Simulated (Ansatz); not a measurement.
C₄H₁₂GeO₄, charge +1, doublet, at a GFN2-xTB geometry (a state made from the parent by changing its charge; the spin is typed, not shown lowest). Base run: PBE0/6-31G* (Ansatz, an electronic-structure program).

Input for Ansatz:
Ansatz 0.2 input:
```yaml
crystal:
  periodic: [false, false, false]
  atoms:
    - {symbol: C, position_ang: [-0.85513469, -2.39736386, -1.34500677]}
    - {symbol: O, position_ang: [-0.61226248, -1.01230050, -1.27899882]}
    - {symbol: Ge, position_ang: [0.00000000, 0.00000000, -0.00000000]}
    - {symbol: O, position_ang: [-0.49832765, 1.63148180, -0.35410778]}
    - {symbol: C, position_ang: [-1.67529819, 2.15005364, -0.92644339]}
    - {symbol: O, position_ang: [-0.62638986, -0.63133520, 1.49816796]}
    - {symbol: C, position_ang: [-0.19686169, -0.48524951, 2.83080031]}
    - {symbol: O, position_ang: [1.73697999, 0.01215390, 0.13493863]}
    - {symbol: C, position_ang: [2.72729457, 0.73255974, -0.55935016]}
    - {symbol: H, position_ang: [-1.61711855, -2.53317681, -2.12196376]}
    - {symbol: H, position_ang: [-1.20340163, -2.80920433, -0.39789743]}
    - {symbol: H, position_ang: [0.04495039, -2.92536068, -1.68113069]}
    - {symbol: H, position_ang: [-2.42274453, 2.34399118, -0.14822409]}
    - {symbol: H, position_ang: [-2.09095230, 1.49980038, -1.69606725]}
    - {symbol: H, position_ang: [-1.39922740, 3.12031997, -1.35666995]}
    - {symbol: H, position_ang: [0.88802427, -0.43010566, 2.91968300]}
    - {symbol: H, position_ang: [-0.66091135, 0.39812667, 3.28491209]}
    - {symbol: H, position_ang: [-0.57847750, -1.36166073, 3.36838703]}
    - {symbol: H, position_ang: [3.03870549, 0.18324283, -1.45555731]}
    - {symbol: H, position_ang: [2.40632965, 1.73950962, -0.82571832]}
    - {symbol: H, position_ang: [3.59482344, 0.77451758, 0.11024668]}
basis:
  gaussian:
    orbitals: 6-31G*
hamiltonian:
  xc: pbe0
total_charge: 1
magnetization: {spin_polarized: true, initial_magnetization: 1}
```

Variants of this job, named by their change:

| change | E (Eh) | <S^2> | core-seconds (rough) | outcome |
|---|---|---|---|---|
| base | -2536.17200 | 0.757 | 70 | converged |
| functional = r2scan | -2536.69665 | 0.754 | 200 | converged |
| functional = b3lyp | -2537.00433 | 0.755 | 100 | converged |
| functional = hf | -2532.68893 | 0.761 | 90 | converged |
| functional = B97M-V | - | - | - | cut at the time limit |
| functional = revpbe | -2536.66239 | 0.752 | 90 | converged |
| functional = b3lyp; dispersion = d4 | -2537.03005 | 0.755 | 100 | converged |

Total energies compare only within one method and basis.
